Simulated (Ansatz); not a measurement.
Si3Au2⁻: single points at one geometry.

```yaml
crystal:
  periodic: [false, false, false]
  atoms:
    - {symbol: Au, position_ang: [1.865043, 1.801224, 0.094151]}
    - {symbol: Au, position_ang: [-0.737463, 0.825195, 1.413816]}
    - {symbol: Si, position_ang: [-1.828722, -0.670957, -0.118036]}
    - {symbol: Si, position_ang: [-0.226245, -1.599191, -1.452736]}
    - {symbol: Si, position_ang: [0.927376, -0.356271, 0.062805]}
basis:
  gaussian: {orbitals: def2-TZVPD, initial_orbitals: start.molden}
total_charge: -1
magnetization: {spin_polarized: true, initial_magnetization: 1}
hamiltonian: {xc: r2scan, dispersion: d4}
scf: {omitted_lower_state_checks: [starts]}
output: {orbitals: {seedname: orbitals}}
```

The file start.molden holds the orbitals of an earlier run on this structure, at another level or in another basis.

```sh
$ ansatz run in.yaml --threads 4 --pin off --events-out ev --progress --plain --max-ram 4787MiB
```

It prints (some lines left out):

```
Functional definition: r2SCAN
1561 factors; their error is unknown
mean field evaluation 1: about -31024.3058 eV, gradient 5.9e0 eV
mean field evaluation 2: about -31024.3917 eV, gradient 1.7e-1 eV
mean field evaluation 4: about -31024.3761 eV, gradient 4.3e-3 eV
mean field -31024.37605747 eV, -1140.1247910348 hartree, gradient 4.0e-5 eV, S^2 0.772242; 0 other end points of the search recorded, 0 dependent functions left out
reference -31024.37608081 eV, -1140.1247918923 hartree; 41, 40 occupied and 174, 175 virtual orbitals, 1561 factors
Total energy: -31024.45524410 eV, -1140.1277010897 hartree
Checks for a lower state left out: starts
```

Run time 10 s (4 threads of Intel Xeon 6975P-C on a shared host).

Geometry: r2SCAN-D4/def2-SVPD.

In the def2 sets Au takes a core potential; there is no spin–orbit coupling. Another isomer (doublet) lies 0.08 eV lower at PBE0-D4/def2-TZVPD; other spin states weren't run for this one.
